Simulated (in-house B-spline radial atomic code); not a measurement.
**Mg4+: [He] 2s1 2p5 (with a hole in an inner shell)**

Method: Dirac-Hartree-Fock, average of configuration, Fermi nucleus of rms radius 3.057 fm. Calculated with a radial B-spline atomic code at the basis-set limit.

Effective charges: Z_r = [3n² - l(l+1)]/(2<r>) from the radius, Z_e = n√(-2ε) from the energy, and Slater's rules. Values are occupation-weighted means over j.

| shell | electrons | ε (eV) | <r> (bohr) | Z_r | Z_e | Slater |
| --- | --- | --- | --- | --- | --- | --- |
| 1s | 2 | -1432.7 | 0.1303 | 11.52 | 10.26 | 11.70 |
| 2s | 1 | -183.64 | 0.6454 | 9.30 | 7.35 | 8.55 |
| 2p | 5 | -142.93 | 0.6095 | 8.20 | 6.48 | 8.55 |

The least bound orbital is 2p3/2 at -142.8 eV, while the most diffuse is 2s1/2 (<r> = 0.6454 bohr against 0.61 bohr): energy order and size order differ.

Spin-orbit splittings of the orbital energies (j = l + 1/2 above j = l - 1/2 when positive): 2p 0.3628 eV.

For the 1s electron the small component carries 0.18 % of the norm, the zero-frequency Breit interaction raises the level by 0.6673 eV, self-energy by 0.2774 eV, and vacuum polarisation lowers it by 0.01607 eV.
